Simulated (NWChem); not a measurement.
# CH2N, doublet; SMILES [N]=C

```xyz
4

C      0.0000     0.0000     0.5040
N      0.0000     0.0000    -0.7467
H      0.0000    -0.9480     1.1013
H      0.0000     0.9480     1.1013
```
Atoms are numbered in this order, from 1.

Program: NWChem. Spin-unrestricted. In the optimisation the excess spin sits in b2 (C2v, its own frame). Structure relaxed at the PBE-D3(BJ)/def2-SVP, spin-unrestricted level. No stability test was run on the SCF state. Vertical excitations in the gas phase; the lowest state need not have the same character in each row. Excited states of an open shell can be spin-contaminated.

| level | lowest excitation (eV) | oscillator strength of that lowest state | lowest empty minus highest occupied level, either spin (eV) |
|---|---|---|---|
| PBE/def2-SVP, TDA | 4.07 | 0.000 | 2.31 |
| B3LYP/def2-SVP, TDA | 4.05 | 0.000 | 4.76 |
| CAM-B3LYP/def2-SVP, TDA | 4.04 | 0.000 | 8.15 |
| BHandHLYP/def2-SVP, TDA | … | 0.000 | … |

### Question
What belongs in the gaps?

### Answer

- BHandHLYP/def2-SVP, TDA, lowest excitation (eV): 4.17
- BHandHLYP/def2-SVP, TDA, lowest empty minus highest occupied level, either spin (eV): 8.68
